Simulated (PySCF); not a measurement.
# Two-component Hartree-Fock for Mg (magnesium, neutral)

Start: [Ne] 3p2; 3p3/2 filled at m_j = +1/2, +3/2. Calculated with PySCF 2.14 in x2c-SVPall-2c with one added diffuse shell each of s, p type (5s5p1d, 25 functions): generalised Hartree-Fock with the X2C-1e Hamiltonian and a Gaussian nucleus; one run each with spin-orbit coupling (SO) switched off, then screened by Boettger's factors. This is a chosen level, not necessarily the ground level.

```tsv
spinor shell	electrons	ε, spin-free (eV)	ε, screened SO (eV)	weight of nominal j (screened SO)	rms radius, screened SO (bohr)
1s1/2	2	-1339.0	-1339.0	1.000	0.151
2s1/2	2	-106.20	-106.20	1.000	0.756
2p1/2	2	-65.750	-65.965	0.878	0.768
3p3/2	2	-4.834	-4.834	0.831	4.47
```

Where does 2p3/2 lie, and what is the 2p spin-orbit splitting (screened SO)?

At -65.647 eV, 0.318 eV above 2p1/2.

```csv
quantity,spin-free,screened SO
E (hartree),-199.61221,-199.61215
M_J,2,2
⟨J²⟩,6.000,6.000
⟨L²⟩,2.000,2.000
⟨S²⟩,2.000,2.000
```

Each row is a mean over spinors that exchange with the open shell spreads, by up to 0.408 eV (2p3/2).

Rows whose weight is well below 1 are mixtures of j = l ± 1/2: exchange outweighs spin-orbit coupling there, and the label is only the starting occupation.

Without spin-orbit coupling the j labels of p, d and f shells carry no meaning; the spin-free column gives the mean over the occupied spinors of each nl shell.
